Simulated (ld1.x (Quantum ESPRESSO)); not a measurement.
Which change was made? (Ni, RRKJ)

* Element: Ni (Z = 28)
* Generator: ld1.x (Quantum ESPRESSO) 7.5
* Type: norm-conserving RRKJ (Kleinman–Bylander form)
* Functional: PBEsol
* Relativity: scalar-relativistic
* Frozen core: [Ne] 3s2
* Valence charge: 16
* Reference configuration: 3p6 3d8 4s1.75 4p0 (charge +0.25)
* Partial waves: 4s (bound): rc 1.80 bohr; 3p (bound): rc 0.90 bohr; 3d (bound): rc 0.75 bohr
* Local potential: all-electron potential smoothed inside 1.30 bohr (lloc = -1)
* Core correction: a·sin(br)/r model core, default radius (core density twice the valence density)
* rho0: 0.02

Cutoffs, loose and tight: the cutoffs (Ry, on a coarse ladder) from which the occupation-weighted sum of valence levels, in a spherical-Bessel basis at the reference potential, stays within 10 and 1 mRy of its value at 400 Ry. They do not see the model core or the augmentation charge, which bear on the density cutoff. Test errors are all-electron minus pseudo excitation energies from the reference, over the configurations 3p6 3d8 4s2 4p0; 3p6 3d8 4s1 4p0; 3p6 3d8 4s0 4p0; 3p6 3d8 4s1.5 4p0; 3p6 3d6 4s0 4p0; 3p6 3d8 4s1 4p1; 3p6 3d7 4s2 4p1; variants that change the core or the reference have their own tests.

The base gives: outcome: generated; cutoff, loose: 300 Ry; cutoff, tight: 300 Ry; bound ghosts: s; largest test error (meV): -148.

Q: After one change the result is: outcome: generated; cutoff, loose: 300 Ry; cutoff, tight: 300 Ry; bound ghosts: none; largest test error (meV): -194. Which change was it?
A. local potential all-electron potential smoothed inside 1.62 bohr (lloc = -1)
B. local potential all-electron potential smoothed inside 1.46 bohr (lloc = -1)
C. local potential all-electron potential smoothed inside 1.12 bohr (lloc = -1)

A: A. The others give: local potential all-electron potential smoothed inside 1.12 bohr (lloc = -1) → outcome: generated; cutoff, loose: 300 Ry; cutoff, tight: 300 Ry; bound ghosts: s; largest test error (meV): -67 | local potential all-electron potential smoothed inside 1.46 bohr (lloc = -1) → outcome: generated; cutoff, loose: 300 Ry; cutoff, tight: 300 Ry; bound ghosts: s; largest test error (meV): -280.
